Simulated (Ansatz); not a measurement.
Reactions of CH₂ClNOSi, SMILES `O[Si]1(Cl)C=N1`.

Program: Ansatz. Geometries: PBE0-D4/def2-TZVP. ΔE: electronic, gas phase. CCSD(T)/CBS adds triple-zeta CCSD(T) − MP2 to the extrapolated MP2 energy (def2 sets, frozen cores). This one scheme is used for every species, atoms too. DFT in def2-TZVPP. Open shells (•) are unrestricted, without spin–orbit coupling. Spin–orbit coupling would lower the free atoms: a little for C, Cl, O, Si. Each species was taken in one conformer, which may not be the lowest.

```csv
reaction,ωB97M-V (kJ/mol),CCSD(T)/CBS(def2) (kJ/mol)
`O[Si]1(Cl)C=N1` → C• + Cl• + 2 H• + N• + O• + Si•,2765,2746
`O[Si]1(Cl)C=N1` + H₂S → `S[Si]1(Cl)C=N1` + H₂O,40,35
`O[Si]1(Cl)C=N1` + `CCN[SiH3]` → `O[SiH]1C=N1` + `CCN[SiH2]Cl`,-29,-29
`O[Si]1(Cl)C=N1` + H₂ → `O[SiH]1C=N1` + HCl,70,70
`O[Si]1(Cl)C=N1` → `O=C=N[SiH2]Cl`,-111,-103
`O[Si]1(Cl)C=N1` + H–F → `O[Si]1(F)C=N1` + HCl,-42,-39
`O[Si]1(Cl)C=N1` → `O[SiH]1N=C1Cl`,118,119
```

Largest T1 diagnostic: 0.014, for `O=C=N[SiH2]Cl`.
